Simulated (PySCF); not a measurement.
**Computed vibrations of [HfF3(H2O)2]+**

[HfF3(H2O)2]+ (singlet). PySCF 2.14.0, RKS B3LYP, Hf def2-SVP with ECP60, F def2-SVP, O def2-SVP, H def2-SVP; non-relativistic Hamiltonian with scalar-relativistic core potentials where named; density fitting; no spin-orbit coupling. Central differences of gradients.

```xyz
10

Hf   -0.0227    0.0000    0.0000
F    -1.0565    0.0000    1.5924
F    -1.0565    0.0000   -1.5924
F     1.8902    0.0000    0.0000
O     0.2207    2.2055    0.0000
H     1.0905    2.6461    0.0000
H    -0.4668    2.8961    0.0000
O     0.2207   -2.2055    0.0000
H    -0.4668   -2.8961    0.0000
H     1.0905   -2.6461    0.0000
```

Run from Python with OMP_NUM_THREADS=2. Where DIIS fails, smearing, a level shift and second-order steps follow.
It took 2.5 min on 2 threads of Arm Neoverse V1, with other jobs on the host.

**Question.** What are the harmonic wavenumbers and infrared intensities?

**Answer.** Modes are labelled in C2v; negative numbers are unstable modes, those under 60 cm⁻¹ near the noise; a finer grid moves soft modes by up to 10 cm⁻¹.
```
cm⁻¹  km/mol  symmetry
 -42       –        b2
  85     0.0        a2
  87    27.4        a1
 122    46.9        b1
 139     4.3        b2
 140     0.7        a1
 164    24.2        b1
 220     0.0        a2
 233     2.4        b2
 393    41.0        b1
 395     0.0        a1
 397     0.0        a2
 408   579.0        b2
 582     5.4        b1
 585    45.0        a1
 678    64.1        a1
 693   181.2        b2
 695   154.5        a1
1610   225.7        b1
1613     8.6        a1
3718   485.0        b1
3722    18.9        a1
3796    22.6        b1
3796   536.4        a1
```

**Question.** Is this a minimum?

**Answer.** Probably not: 1 unstable, though so soft as to be near the noise; the lowest moves the atoms so:
```
Hf   0.00  0.00 -0.02
F   -0.06  0.00 -0.05
F    0.06  0.00 -0.05
F    0.00  0.00 -0.17
O    0.00  0.00  0.22
H    0.00  0.00 -0.07
H    0.00  0.00  0.65
O    0.00  0.00  0.22
H    0.00  0.00  0.65
H    0.00  0.00 -0.07
```
